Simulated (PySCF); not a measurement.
Computed properties of C4H5Br, SMILES C=C=CCBr

4-bromobuta-1,2-diene (C₄H₅Br), SMILES C(=C=C)CBr. Coordinates come from a r2SCAN-D4/def2-SVP optimisation. The values are those of a single conformer. All values are computed for the isolated molecule unless a solvent is named; none is compared with measurement here.

**Structure.** All 24 harmonic modes at r2SCAN-D4/def2-SVP (PySCF) are real, so it is a minimum. With heavy atoms numbered as in [CH2:1]=[C:2]=[CH:3][CH2:4][Br:5], the shortest bond between them is C1–C2 at 1.309 Å and the longest C4–Br5 at 1.985 Å.

**Vibrations.** The strongest infrared lines (harmonic, unscaled, degenerate partners summed) lie at 2060 cm⁻¹ (87 km/mol, C 98 %), 844 cm⁻¹ (59 km/mol, H 74 %, C 26 %), 1208 cm⁻¹ (56 km/mol, H 86 %, C 13 %). The softest mode is at 62 cm⁻¹ and the zero-point energy is 46.7 kcal/mol.

**Electronic structure.** HF/def2-TZVP (PySCF) places the frontier levels at -10.08 and 2.91 eV, a gap of 12.99 eV, and gives a dipole moment of 2.45 D and a mean polarisability of 71.7 bohr³. PBE/def2-TZVP (PySCF) at the same geometry gives -6.41 and -1.81 eV, so its gap is 8.39 eV narrower. An orbital gap is neither the optical nor the fundamental gap.

**Excitations.** TDA-ωB97X/def2-SVPD (PySCF) has S1 at 5.77 eV (215 nm, f = 0.028, weak); the most intense of the 10 singlets computed lies at 7.02 eV (f = 0.55). T1 (TDA) is at 4.37 eV, 1.40 eV under S1. TDA-PBE/def2-SVPD (PySCF) puts S1 at 4.92 eV. No vertical singlet excitation falls in the visible range (under 3.1 eV).

**NMR.** GIAO shifts at B3LYP/pcSseg-1 (PySCF) (non-relativistic, atoms alike by connectivity averaged): ¹³C from 48.5 to 230.0 ppm against TMS; ¹H from 4.3 to 5.8 ppm against TMS. Without spin–orbit terms, shifts of atoms bonded to Cl or Br come out too high.
